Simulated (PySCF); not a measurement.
A geometry optimisation, step by step.

Species: VF₅ (singlet state).
SMILES with atom numbers: `[F:1][V:2]([F:3])([F:4])([F:5])[F:6]`

Computed by this run: PBE0-D3(BJ)/def2-SVP geometry optimisation, gas phase in PySCF 2.14.0; density fitting, grid level 1; the optimiser is geomeTRIC in internal coordinates, started from a GFN2-xTB structure with every atom displaced at random (about 0.01 Å). The frame can shift and turn from step to step; on so coarse a grid that alone can change the energy by a few meV, and forces under 0.02 eV/Å are noise.

Step 0: E = -39243.4589 eV, largest atomic force 4.913 eV/Å
```
atom  x, y, z in Å  |  force x, y, z in eV/Å
F1     -1.518    0.472    0.292   -4.546   1.662   0.841
V2     -0.005   -0.004   -0.006    1.293   0.160  -0.832
F3     -0.557   -0.932   -1.266   -0.399  -0.910  -1.204
F4      0.488    1.567   -0.276    0.114   1.217  -0.143
F5      0.081   -0.641    1.508    0.180  -0.887   2.009
F6      1.535   -0.492   -0.297    3.359  -1.242  -0.670
```

Step 1: E = -39243.7272 eV, largest atomic force 2.129 eV/Å
```
atom  x, y, z in Å  |  force x, y, z in eV/Å
F1     -1.677    0.543    0.318    1.986  -0.657  -0.397
V2      0.008   -0.003   -0.015   -0.327  -0.200   0.452
F3     -0.556   -0.958   -1.304    0.297   0.507   0.630
F4      0.478    1.605   -0.274   -0.208  -0.658   0.084
F5      0.095   -0.671    1.559   -0.068   0.452  -1.069
F6      1.675   -0.546   -0.330   -1.681   0.556   0.300
```

Step 2: E = -39243.8813 eV, largest atomic force 0.973 eV/Å
```
atom  x, y, z in Å  |  force x, y, z in eV/Å
F1     -1.637    0.517    0.316    0.908  -0.291  -0.191
V2      0.009   -0.005   -0.010   -0.378  -0.004   0.226
F3     -0.542   -0.937   -1.293   -0.017  -0.044  -0.066
F4      0.463    1.588   -0.273    0.033   0.144  -0.015
F5      0.094   -0.667    1.537    0.008   0.017  -0.063
F6      1.638   -0.527   -0.321   -0.555   0.177   0.108
```

Step 3: E = -39243.9046 eV, largest atomic force 0.233 eV/Å
```
atom  x, y, z in Å  |  force x, y, z in eV/Å
F1     -1.612    0.502    0.305    0.058  -0.032  -0.003
V2      0.006   -0.006   -0.008   -0.206   0.108   0.008
F3     -0.537   -0.935   -1.297   -0.044  -0.108  -0.139
F4      0.454    1.594   -0.264    0.063   0.141  -0.016
F5      0.096   -0.672    1.531   -0.015  -0.081   0.196
F6      1.617   -0.513   -0.312    0.145  -0.027  -0.046
```

Step 4: E = -39243.9059 eV, largest atomic force 0.101 eV/Å
```
atom  x, y, z in Å  |  force x, y, z in eV/Å
F1     -1.613    0.494    0.307    0.023   0.019  -0.048
V2      0.005   -0.004   -0.009   -0.091   0.038   0.021
F3     -0.532   -0.938   -1.303   -0.016  -0.014  -0.030
F4      0.459    1.598   -0.260   -0.026   0.029   0.005
F5      0.086   -0.673    1.534    0.045  -0.042   0.045
F6      1.619   -0.508   -0.314    0.064  -0.030   0.007
```

Step 5: E = -39243.9062 eV, largest atomic force 0.105 eV/Å
```
atom  x, y, z in Å  |  force x, y, z in eV/Å
F1     -1.615    0.497    0.293    0.009  -0.024   0.021
V2      0.003   -0.005   -0.007    0.026  -0.023   0.013
F3     -0.530   -0.938   -1.307    0.039   0.039   0.057
F4      0.451    1.603   -0.252    0.006  -0.069   0.009
F5      0.091   -0.682    1.536   -0.047   0.046  -0.083
F6      1.623   -0.505   -0.309   -0.034   0.031  -0.017
```

Step 6: E = -39243.9067 eV, largest atomic force under 0.02 eV/Å
```
atom  x, y, z in Å  |  force x, y, z in eV/Å
F1     -1.615    0.494    0.297   -0.002  -0.002  -0.004
V2      0.004   -0.005   -0.008   -0.003  -0.006   0.013
F3     -0.527   -0.937   -1.307    0.006   0.007   0.007
F4      0.453    1.601   -0.252   -0.001  -0.008   0.004
F5      0.087   -0.681    1.534   -0.007   0.003  -0.015
F6      1.623   -0.503   -0.309    0.007   0.005  -0.004
```

Step 7: E = -39243.9068 eV, largest atomic force under 0.02 eV/Å
```
atom  x, y, z in Å  |  force x, y, z in eV/Å
F1     -1.616    0.491    0.294   -0.005   0.004  -0.003
V2      0.004   -0.004   -0.007    0.002  -0.006   0.008
F3     -0.523   -0.935   -1.309    0.005   0.000  -0.002
F4      0.452    1.602   -0.248   -0.003   0.003   0.003
F5      0.084   -0.684    1.533   -0.002  -0.003  -0.005
F6      1.624   -0.500   -0.308    0.003   0.002  -0.002
```

Question: Summarise the path.

Answer: The energy falls by 10.33 kcal/mol from step 0 to step 7; nine tenths of that is first reached at step 2. It falls at every step. The largest force goes from 4.913 to under 0.02 eV/Å. Among the bonds F1–V2 changes most, from 1.613 to 1.721 Å; the atoms move by 0.060 Å rms after alignment.

Question: Follow the three bonds and two angles with the largest change from start to end.

Answer: 
| step | E above end (kcal/mol) | largest force (eV/Å) | F1–V2 (Å) | V2–F6 (Å) | V2–F5 (Å) | F1–V2–F4 (°) | F4–V2–F6 (°) |
| --- | --- | --- | --- | --- | --- | --- | --- |
| 0 | 10.33 | 4.913 | 1.613 | 1.642 | 1.644 | 91.7 | 88.5 |
| 1 | 4.14 | 2.129 | 1.802 | 1.781 | 1.712 | 90.0 | 90.2 |
| 2 | 0.59 | 0.973 | 1.757 | 1.739 | 1.684 | 90.0 | 90.2 |
| 3 | 0.05 | 0.233 | 1.725 | 1.716 | 1.680 | 89.9 | 90.2 |
| 4 | 0.02 | 0.101 | 1.722 | 1.718 | 1.684 | 90.3 | 89.9 |
| 5 | 0.01 | 0.105 | 1.721 | 1.722 | 1.688 | 89.8 | 90.1 |
| 6 | 0.00 | under 0.02 | 1.721 | 1.720 | 1.686 | 90.0 | 90.0 |
| 7 | 0.00 | under 0.02 | 1.721 | 1.721 | 1.685 | 90.0 | 90.0 |

The cost below is that of the whole optimisation. Hardware: one thread, Arm Neoverse N1 (aarch64), shared host with 64 logical CPUs at a one-minute load of 57. Cost: 56 s, 0.42 GiB resident at most.
